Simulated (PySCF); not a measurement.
Shieldings and the share of exact exchange

Molecule: `Cl/C=C/B(Cl)Cl`, C$_{2}$H$_{2}$BCl$_{3}$.

Geometry:
| atom | x (Å) | y (Å) | z (Å) |
| --- | --- | --- | --- |
| Cl1 | 2.668 | 0.209 | -0.464 |
| C2 | 0.980 | 0.457 | -0.322 |
| C3 | 0.085 | -0.526 | -0.136 |
| B4 | -1.419 | -0.228 | -0.019 |
| Cl5 | -2.052 | 1.411 | -0.101 |
| Cl6 | -2.556 | -1.544 | 0.203 |
| H7 | 0.690 | 1.509 | -0.399 |
| H8 | 0.441 | -1.558 | -0.068 |

GIAO shieldings (ppm, equivalent atoms averaged) in PySCF 2.14 on the PBE0-D3(BJ)/def2-SVP geometry, basis pcSseg-2, gas phase, non-relativistic:

| functional | exact exchange (%) | σ(Cl1) | σ(Cl5/Cl6) | σ(C3) | σ(B4) |
| --- | --- | --- | --- | --- | --- |
| BLYP | 0 | 582.8 | 663.5 | 32.4 | 36.6 |
| BP86 | 0 | 594.0 | 668.5 | 37.0 | 41.0 |
| PBE | 0 | 594.5 | 667.0 | 36.6 | 40.2 |
| B3LYP | 20 | 622.2 | 695.2 | 36.4 | 40.3 |
| mPW1PW91 | 25 | 641.2 | 707.2 | 41.1 | 44.6 |
| BHandHLYP | 50 | 672.3 | 737.7 | 42.8 | 46.4 |
| HF | 100 | 742.2 | 800.2 | 55.6 | 59.3 |

Q: Fit each shielding as a line in the percentage of exact exchange.

A: σ(Cl1) = 593.0 + 1.53 x (rms 5.7 ppm); σ(Cl5/Cl6) = 668.1 + 1.35 x (rms 3.0 ppm); σ(C3) = 34.8 + 0.20 x (rms 1.9 ppm); σ(B4) = 38.6 + 0.20 x (rms 1.8 ppm). The functionals also differ in their semilocal parts, which the line can't hold; Hartree–Fock has no correlation at all.

Q: What does the line predict for PBE0 (25 %), and what does the run give?

A: σ(Cl1): 631.2 predicted, 642.9 computed; σ(Cl5/Cl6): 701.9 predicted, 707.0 computed; σ(C3): 39.8 predicted, 41.7 computed; σ(B4): 43.6 predicted, 44.6 computed ppm.
